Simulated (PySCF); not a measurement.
A PySCF script (with the pyscf-properties extension) for the NMR shieldings of `[H]/N=C\[C@H]1CCSC1`, C$_{5}$H$_{9}$NS, on a GFN2-xTB geometry:

```python
import basis_set_exchange as bse
import numpy as np
from pyscf import gto, dft
from pyscf.prop import nmr

atoms = """
N     2.728697   -0.845856   -0.462136
C     1.786637   -0.315468    0.166749
C     0.385155   -0.045393   -0.304537
C    -0.655815   -0.729217    0.587377
C    -2.006982   -0.196893    0.141599
S    -1.762638    1.584206   -0.205190
C     0.063555    1.443567   -0.228612
H     2.512660   -1.123578   -1.419819
H     1.996644   -0.012034    1.189597
H     0.262970   -0.394676   -1.337035
H    -0.472536   -0.458608    1.629717
H    -0.613915   -1.815500    0.495507
H    -2.343739   -0.673906   -0.779456
H    -2.777530   -0.297032    0.902720
H     0.443549    2.003355   -1.080573
H     0.445688    1.885978    0.692681
"""
names = dict.fromkeys(["N", "C", "S", "H"], "pcSseg-1")
basis = {el: gto.basis.parse(bse.get_basis(n, elements=[el], fmt="nwchem")) for el, n in names.items()}
mol = gto.M(atom=atoms, basis=basis, charge=0, verbose=0)
mf = dft.RKS(mol, xc="PBE0")
mf.grids.level = 2
mf.grids.alignment = dft.numint.BLKSIZE   # the property module wants whole blocks of grid points
mf.conv_tol = 1e-9
mf.kernel()

calc = nmr.RKS(mf)   # GIAO
C = mf.mo_coeff
Co = C[:, mf.mo_occ > 0]
resp = mf.gen_response(singlet=True, hermi=2)
def vind(x):   # induced exchange potential for any number of trial vectors
    d = np.einsum("pi,xij,qj->xpq", C, 2 * x.reshape(-1, C.shape[1], Co.shape[1]), Co, optimize=True)
    return np.einsum("xpq,pi,qj->xij", resp(d - d.transpose(0, 2, 1)), C, Co, optimize=True).ravel()
mo1, _ = nmr.rhf.solve_mo1(calc, with_cphf=vind)
sigma = calc.kernel(mo1)
for i, s in enumerate(sigma):   # ppm
    w = np.linalg.eigvalsh((s + s.T) / 2)
    print("%2d %-2s iso %8.1f  s11 %8.1f  s22 %8.1f  s33 %8.1f" % (i, mol.atom_pure_symbol(i), w.mean(), *w))
```

Q: What does it print?

A: 
```
 0 N  iso    -97.9  s11   -431.5  s22    -80.3  s33    218.1
 1 C  iso      8.9  s11   -110.0  s22     27.5  s33    109.2
 2 C  iso    126.0  s11    108.8  s22    113.6  s33    155.6
 3 C  iso    148.3  s11    119.5  s22    161.0  s33    164.4
 4 C  iso    149.8  s11    114.3  s22    163.7  s33    171.4
 5 S  iso    514.7  s11    263.0  s22    494.8  s33    786.3
 6 C  iso    148.4  s11    112.8  s22    160.0  s33    172.3
 7 H  iso     20.7  s11      9.9  s22     25.2  s33     27.0
 8 H  iso     24.1  s11     20.6  s22     22.4  s33     29.3
 9 H  iso     29.7  s11     26.8  s22     27.6  s33     34.9
10 H  iso     30.1  s11     26.0  s22     28.1  s33     36.2
11 H  iso     29.7  s11     25.0  s22     27.5  s33     36.7
12 H  iso     28.7  s11     23.0  s22     26.4  s33     36.6
13 H  iso     28.8  s11     23.5  s22     26.2  s33     36.7
14 H  iso     28.9  s11     23.8  s22     26.9  s33     36.1
15 H  iso     28.9  s11     23.4  s22     27.1  s33     36.0
```

These numbers come from an equivalent density-fitted implementation of the same equations, which agrees with the script to about 0.01 ppm for H and up to a few tenths of a ppm for heavy atoms, so last digits may differ.

Q: Turn these shieldings into chemical shifts. Chemical shifts δ = σref − σ; ¹⁵N (σ = 267.73 ppm) vs NH3; ¹³C (σ = 186.93 ppm) and ¹H (σ = 31.72 ppm) against TMS; CS2 for ³³S (σ = 503.73 ppm), all at this level.

A: Averaging equivalent atoms: N 0: 365.6; C 1: 178.0; C 2: 60.9; C 3: 38.6; C 6: 38.6; C 4: 37.1; S 5: -11; H 7: 11.01; H 8: 7.60; H 12: 3.04; H 13: 2.91; H 15: 2.86; H 14: 2.80; H 9: 1.98; H 11: 1.98; H 10: 1.64 ppm. Experimental scales use liquid or dissolved standards, which lie at an offset from isolated NH3 (liquid NH3: subtract about 20 ppm). Unscaled 15N shifts of sp2 nitrogen come out 20 to 40 ppm too high even then.

Size and cost of the density-fitted run: 171 basis functions, 36 s wall time on 1 thread of an Arm Neoverse N1, shared host; peak memory 0.76 GiB.
